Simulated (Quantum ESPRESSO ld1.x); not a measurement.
Results of a calculation; reference values are marked as such.
All-electron atom: Cu0.1+ in [He] 2s2 2p(up 3, down 2.9) 3s2 3p6 3d10 4s1 (fractional occupations, a model configuration). Code: ld1.x of Quantum ESPRESSO 7.5. Model: scalar-relativistic Kohn-Sham, LDA (Slater exchange, Perdew-Zunger correlation), spin-polarised, spherical densities, point nucleus; open shells are filled with parallel spins first.

Unscreened Slater integrals over Kohn-Sham orbitals (hartree). They are taken over the spin-up orbitals.

| integral | value |
|---|---|
| F0(4s,4s) | 0.32190 |
| F0(4s,3d) | 0.41205 |
| G2(4s,3d) | 0.051996 |
| F0(4s,3p) | 0.42400 |
| G1(4s,3p) | 0.019356 |
| F0(4s,3s) | 0.42520 |
| G0(4s,3s) | 0.013817 |
| F0(3d,3d) | 0.93000 |
| F2(3d,3d) | 0.40933 |
| F4(3d,3d) | 0.25107 |
| F0(3d,3p) | 1.0503 |
| F2(3d,3p) | 0.47889 |
| G1(3d,3p) | 0.59118 |
| G3(3d,3p) | 0.35488 |
| F0(3d,3s) | 1.0713 |
| G2(3d,3s) | 0.44403 |
| F0(3p,3p) | 1.2099 |
| F2(3p,3p) | 0.60113 |
| F0(3p,3s) | 1.2368 |
| G1(3p,3s) | 0.81598 |
| F0(3s,3s) | 1.2661 |
